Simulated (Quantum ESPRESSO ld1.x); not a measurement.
Valence configurations of Ge II (all share [Ar]). Calculated with ld1.x of Quantum ESPRESSO 7.5: Dirac Kohn-Sham, revPBE, spin-unpolarised, spherical densities, point nucleus; open shells are shared between the two j in proportion to 2j + 1. Energies are relative to 3d10 4s2 4p1; eigenvalues in eV.

valence           E (eV)  e(3d3/2)  e(3d5/2)  e(4p1/2)  e(4p3/2)  e(4s1/2)
3d10 4s2 4p1       0.000   -38.605   -38.019   -11.338   -11.096   -19.775
3d10 4s1 4p2       8.692   -40.342   -39.755   -12.134   -11.879   -20.746
3d10 4s0.5 4p2.5  13.104   -41.177   -40.589   -12.511   -12.250   -21.203
3d9 4s2 4p2       31.236   -49.017   -48.392   -13.336   -13.033   -22.668
3d9 4s1.5 4p2.5   36.023   -49.820   -49.195   -13.694   -13.385   -23.101
3d9.5 4s2 4p1.5   14.564   -43.743   -43.137   -12.353   -12.081   -21.245
3d10 4p3          17.557   -41.994   -41.405   -12.874   -12.607         -
3d9 4s0.5 4p3.5   45.712   -51.378   -50.751   -14.376   -14.055   -23.925
3d9 4s1 4p3       40.849   -50.607   -49.981   -14.041   -13.725   -23.520
3d8 4s1.5 4p3.5   76.448   -60.699   -60.033   -15.556   -15.184   -25.787

NIST lists [Ar] 3d10 4s2 4p1 as the ground configuration; this level of theory agrees among the configurations tried. The energies are those of spherical spin-averaged densities, not of single terms.
